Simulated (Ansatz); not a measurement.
The same path of C3H5BrO (10 atoms, charge 0, multiplicity 1) was run twice with different band settings. The coordinate that changes most is the dihedral C2–C3–O4–H10.

The calculation used Ansatz 0.2.0, RKS r2SCAN-D4/def2-SVP.

Relaxed end points:

```xyz
10
Properties=species:S:1:pos:R:3
C -1.194 -0.784 0.096
C -0.260 0.284 0.570
C 0.871 0.606 -0.074
O 1.258 0.068 -1.246
Br 2.045 1.969 0.595
H -2.175 -0.360 -0.184
H -0.790 -1.311 -0.780
H -1.384 -1.524 0.891
H -0.506 0.845 1.474
H 2.217 0.156 -1.340
```

```xyz
10
Properties=species:S:1:pos:R:3
C -1.041 -0.749 0.020
C -0.182 0.353 0.558
C 0.992 0.735 0.025
O 1.618 0.231 -1.054
Br 2.006 2.146 0.777
H -2.043 -0.379 -0.259
H -0.622 -1.235 -0.878
H -1.192 -1.546 0.769
H -0.528 0.888 1.445
H 1.076 -0.495 -1.399
```

Common settings: movable images 7; climbing image yes; optimiser quadratic models (default); start path through a guess of the saddle point; force threshold 0.05 eV/Å; end points relaxed.

| run | spring | iteration limit |
| --- | --- | --- |
| 1 | 5.0 eV/Å² | 51 |
| 2 | 0.1 eV/Å² | 60 |

Task: What does each run give, and how far can it be trusted?

Result: Run 1: converged after 11 iterations, highest image 0.147 eV above the first end. A vibrational analysis at the climbing image gives one clearly imaginary mode, 296i cm⁻¹: a first-order saddle point.
Run 2: converged after 8 iterations, highest image 0.148 eV above the first end. Another band between the same ends (7 images) ends at a top of the same energy, where a vibrational analysis finds 1 clearly imaginary mode.
